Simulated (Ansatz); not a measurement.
Ansatz (a program for electronic structure) input file for silylarsine cation (AsH5Si), SMILES [SiH3][AsH2] (connectivity only; charge and spin as stated), charge +1, multiplicity 2, PBE/def2-TZVPD. Geometry: PBE0-D3(BJ)/def2-TZVP. The multiplicity is an assumed one; other spin states were not compared.

Ansatz 0.2 input:
```yaml
crystal:
  periodic: [false, false, false]
  atoms:
    - {symbol: Si, position_ang: [-1.63289189, 0.01676764, -0.00000000]}
    - {symbol: As, position_ang: [0.77604813, -0.03970244, 0.00000000]}
    - {symbol: H, position_ang: [-1.94412682, -0.69170709, 1.25415292]}
    - {symbol: H, position_ang: [-1.94412682, -0.69170708, -1.25415292]}
    - {symbol: H, position_ang: [-1.88452522, 1.47417469, 0.00000001]}
    - {symbol: H, position_ang: [1.51183845, 0.49233646, 1.19490551]}
    - {symbol: H, position_ang: [1.51183846, 0.49233647, -1.19490551]}
basis:
  gaussian:
    orbitals: def2-TZVPD
hamiltonian:
  xc: {name: PBE}
total_charge: 1
magnetization: {spin_polarized: true, initial_magnetization: 1}
```

It prints:

```
WARN ansatz: RAYON_NUM_THREADS=1 ignored (pool sized by the plan → 1); use --threads N
Functional definition: PBE
integrals: 0.06 GiB planned
937 factors; their error is unknown
mean field: 0.55 GiB planned
mean field evaluation 1: about -68776.5370 eV, gradient 1.5e1 eV
mean field evaluation 2: about -68776.8564 eV, gradient 1.4e1 eV
mean field evaluation 4: about -68778.1919 eV, gradient 8.4e-1 eV
mean field evaluation 8: about -68778.1809 eV, gradient 1.4e-2 eV
mean field evaluation 16: about -68778.1809 eV, gradient 1.2e-5 eV
mean field -68778.18085917 eV, -2527.5515270492 hartree, gradient 1.2e-5 eV, S^2 0.752928; 0 other end points of the search recorded, 0 dependent functions left out
reference -68778.18090053 eV, -2527.5515285689 hartree; 26, 25 occupied and 116, 117 virtual orbitals, 937 factors
Total energy: -68778.18090053 eV, -2527.5515285689 hartree
```

Self-consistency was reached.

Cost: around 2.9 core-seconds (rough).
